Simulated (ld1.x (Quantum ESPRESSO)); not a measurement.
**Logarithmic derivatives: cobalt (Co), TM**

- Element: cobalt
- Generator: ld1.x (Quantum ESPRESSO) 7.5
- Type: norm-conserving Troullier–Martins (Kleinman–Bylander form)
- Functional: PBE
- Relativity: scalar-relativistic
- Frozen core: [Ne] 3s2
- Valence charge: 15
- Reference configuration: 3p6 3d7 4s2 4p0
- Partial waves: 3p (bound): rc 1.05 bohr; 3d (bound): rc 1.65 bohr; 4s (bound): rc 2.60 bohr
- Local potential: the s channel
- Core correction: none

The phase is arctan(r·u′/u) with u = r·R(r), unwrapped; energies in Ry, scanned from -7 to 5 Ry. A pole is an energy at which the radial function vanishes at the test radius. The pseudo phase is shifted by a multiple of π to meet the all-electron one at the reference energy, and phase errors are pseudo minus all-electron; the curves can meet again beyond the range given. Levels narrower than the energy grid can be missing from the lists of poles. n/a: not evaluated, since a narrow level or a reset projector energy made the automatic matching unsafe.

Problem. For each channel, where are the poles, and over which energies does the pseudopotential scatter like the atom?

Solution.

```csv
channel,radius (bohr),reference energy (Ry),"poles, all-electron","poles, pseudo",unbroken range about the reference energy with phases within 0.05 rad,phase error 1 Ry above the reference energy (rad)
s,2.85,-0.40,0.80,0.74,below 1.8,-0.009
p,2.85,-4.82,1.69,2.66,n/a,n/a
d,2.85,-0.60,"-0.54, 3.31","-0.54, 4.25",below 0.5,+0.035
```

Phases in the d channel:

| E (Ry) | all-electron | pseudo |
| --- | --- | --- |
| -7.00 | 1.440 | 1.440 |
| -6.48 | 1.435 | 1.435 |
| -5.96 | 1.429 | 1.429 |
| -5.44 | 1.423 | 1.423 |
| -4.92 | 1.415 | 1.415 |
| -4.40 | 1.407 | 1.407 |
| -3.88 | 1.397 | 1.397 |
| -3.36 | 1.384 | 1.384 |
| -2.84 | 1.368 | 1.369 |
| -2.32 | 1.348 | 1.348 |
| -1.80 | 1.318 | 1.319 |
| -1.28 | 1.266 | 1.267 |
| -0.76 | 0.991 | 0.996 |
| -0.24 | -1.841 | -1.834 |
| 0.28 | -2.016 | -1.990 |
| 0.80 | -2.361 | -2.248 |
| 1.32 | -3.466 | -2.997 |
| 1.84 | -4.294 | -4.030 |
| 2.36 | -4.540 | -4.405 |
| 2.88 | -4.652 | -4.553 |
| 3.40 | -4.723 | -4.633 |
| 3.92 | -4.782 | -4.686 |
| 4.44 | -4.846 | -4.727 |
| 4.96 | -4.938 | -4.762 |
